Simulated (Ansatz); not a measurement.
## Scan of the Ge1–H4 bond length

GeH4 (SMILES [GeH4]), singlet, at its PBE0-D4/def2-TZVP minimum:

```tsv
atom	x (Å)	y (Å)	z (Å)
Ge1	0.0001	0.0001	0.0000
H2	1.1481	-0.7563	0.6806
H3	-1.2388	-0.0300	0.9042
H4	-0.3292	-0.6691	-1.3406
H5	0.4198	1.4554	-0.2441
```

The bond length Ge1–H4 (1.534 Å at the minimum) is set to the values below, the two halves moving rigidly along the bond. Each method's energies count from its own value at the PBE0-D4 minimum structure. Computed with Ansatz 0.2.0 (basis: def2-TZVPP); correlated methods freeze the cores. Filled d shells of the heavier atoms are correlated. The def2 sets are not built for correlating such inner shells, so the correlated values are less sure here. B3LYP uses VWN-RPA correlation.

| bond length (Å) | CCSD(T) (kJ/mol) | HF (kJ/mol) | wB97M-V (kJ/mol) |
| --- | --- | --- | --- |
| 1.258 | 92.8 | 101.6 | 93.1 |
| 1.323 | 48.0 | 53.6 | 48.1 |
| 1.417 | 12.1 | 14.3 | 12.1 |
| 1.528 | 0.0 | 0.0 | 0.0 |
| 1.650 | 10.4 | 10.0 | 10.7 |
| 1.783 | 38.2 | 39.1 | 39.1 |
| 1.923 | 76.9 | 80.9 | 79.0 |
| 2.070 | 121.5 | 130.3 | 125.5 |
| 2.224 | 167.7 | 183.6 | 175.1 |

Minimum and curvature along this coordinate at CCSD(T): A fifth-order fit through the nearest points gives 1.528 Å, with a curvature of about 17 eV/Å².

Task: Treat the two halves as rigid bodies and work out the harmonic wavenumber of this stretch from that curvature (ν̃ = 521.5 √(k/μ) cm⁻¹ with k in eV/Å² and μ in u).

Result: The halves weigh 75.63 and 1.01 u, so μ = 75.63 × 1.01/76.64 = 0.997 u and ν̃ = 521.5 √(17/0.997) ≈ 2200 cm⁻¹. A true normal mode mixes in other motions, so this is a guide only.

Largest difference from the CCSD(T) curve over the scan: PBE-D4 15.5; r2SCAN-D4 1.1; PBE0-D4 3.2; B3LYP-D4 6.6 kJ/mol. Each curve counts from its own value at the minimum.

The T1 diagnostic stays at or below 0.016. The restricted Hartree–Fock reference is unstable towards an unrestricted one here. A large double-excitation amplitude points to some diradical character; no triplet was computed.

For scale, one of the runs: CCSD(T)/def2-TZVPP, 104 basis functions (an equivalent command: `ansatz run in.yaml --threads 2`). Hardware: 2 CPU threads, shared host. Wall time about 3.2 s.
